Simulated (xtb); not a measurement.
W(O)2(OH)2 (H₂O₄W), SMILES [OH][W](=[O])(=[O])[OH], multiplicity 1. All values are semi-empirical tight-binding results from xtb (GFN2-xTB unless named), good for trends rather than for accurate numbers. Geometry: GFN2-xTB. The spin state was assumed, not searched. The isomer is the one that the SMILES or the coordinates give; other isomers of the formula were not compared. The values are those of a single conformer.

Optimised geometry:

```xyz
7

W      0.4269    -0.0047     0.0458
O      1.5359     0.7988    -0.9529
O      1.2323    -0.8092     1.3018
O     -0.5281    -1.2467    -0.9686
H     -0.7594    -1.9953    -1.5355
O     -0.7620     1.2374     0.7703
H     -1.1398     1.9900     1.2456
```
Charge 0, spin multiplicity 1.

For metal compounds this method's bond lengths and energies can be far off.

Computed properties:
| Property | Value |
|---|---|
| point group as xtb finds it | C2v |
| orbital gap | 4.64 eV |
| zero-point energy | 17.0 kcal/mol |
| G − E(el) at 298.15 K (modified RRHO) | -3.0 kcal/mol |

Problem. Give the atomic charges and the Wiberg bond orders between heavy atoms. (Estimate from the structure and the level; the computed values follow.)

Solution. charges (e) W1 1.29, O2 -0.53, O3 -0.53, O4 -0.47, H5 0.35, O6 -0.47, H7 0.35. Bond orders W1–O2 2.04, W1–O3 2.04, W1–O4 1.22, W1–O6 1.22.
